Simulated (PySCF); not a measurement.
Compound: Si(NMeEt)H3, C3H11NSi.
Structure used (PBE0-D3(BJ)/def2-SVP), in Å, numbered top down from 1:
```xyz
16
C3H11NSi angstrom
Si    -0.0693    0.5205   -1.8944
N     -0.2250    0.5421   -0.1661
C      0.5694    1.4394    0.6358
C     -0.8327   -0.5634    0.5464
C      0.1308   -1.6595    0.9857
H     -0.0046    1.7801    1.5174
H      1.5138    0.9967    1.0102
H      0.8392    2.3357    0.0554
H     -1.3597   -0.1597    1.4329
H     -1.6158   -1.0024   -0.0950
H     -0.4015   -2.4553    1.5296
H      0.6305   -2.1167    0.1169
H      0.9133   -1.2681    1.6541
H      1.1283   -0.2087   -2.4398
H      0.0331    1.9341   -2.3714
H     -1.2843   -0.1487   -2.4514
```

Computed at PBE0/pcSseg-1 (PySCF, non-relativistic), with Q(14N) = 0.02044 b: N2, 14N (I = 1): χzz = -5.558 MHz, η = 0.322.

Question: Find the zero-field quadrupole resonance frequencies of 14N at N2.

Answer: From ν± = (3/4)|χ|(1 ± η/3) and ν0 = |χ|η/2: ν+ 4.615 MHz, ν− 3.722 MHz, ν0 0.894 MHz (nitrogen bonded to 2 C and Si).

In a crystal, neighbours and librations shift these lines. One conformer (not necessarily the lowest) at the PBE0-D3(BJ)/def2-SVP geometry, without solvent, vibrations or thermal averaging. The small basis limits the accuracy of the gradients.

These values come from a run that also computed NMR shieldings. The run took 18 s (with the writing of density and orbital grids) on Arm Neoverse V2, one thread, shared host with 96 logical CPUs at a one-minute load of 54, and the process peaked at 0.82 GiB of memory.
